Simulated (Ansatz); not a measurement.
`F/C=C(\F)C(F)F`, relaxed with RKS PBE0-D4/def2-TZVP in Ansatz 0.2.0 from a PBE-D4/def2-SVP geometry. The force threshold is 0.005 eV/Å; the program also tests the step.

Total charge 0; spin multiplicity 1.

Start:

```xyz
9

F     1.967    0.824   -1.480
C     0.810    0.772   -0.818
C     0.457   -0.287   -0.068
F     1.242   -1.366    0.072
C    -0.838   -0.386    0.689
F    -1.514    0.798    0.619
F    -1.625   -1.366    0.148
H     0.166    1.657   -0.921
H    -0.666   -0.646    1.760
```

**Question.** How much energy does the relaxation release, and in how many steps? (Estimate.)

**Answer.** Computed: 0.05 eV, in 7 steps.

**Question.** Which bonds change most? (Best estimate.)

**Answer.** Computed: C2–C3 from 1.345 to 1.322 Å; C5–H9 from 1.116 to 1.096 Å; C2–H8 from 1.100 to 1.081 Å; C5–F6 from 1.365 to 1.351 Å.

**Question.** Give the relaxed structure. (Estimate.)

**Answer.** The calculation gave: 
```xyz
9

F     1.957    0.807   -1.455
C     0.804    0.770   -0.804
C     0.445   -0.277   -0.081
F     1.218   -1.353    0.043
C    -0.830   -0.383    0.686
F    -1.524    0.773    0.603
F    -1.602   -1.371    0.171
H     0.187    1.652   -0.906
H    -0.655   -0.617    1.742
```
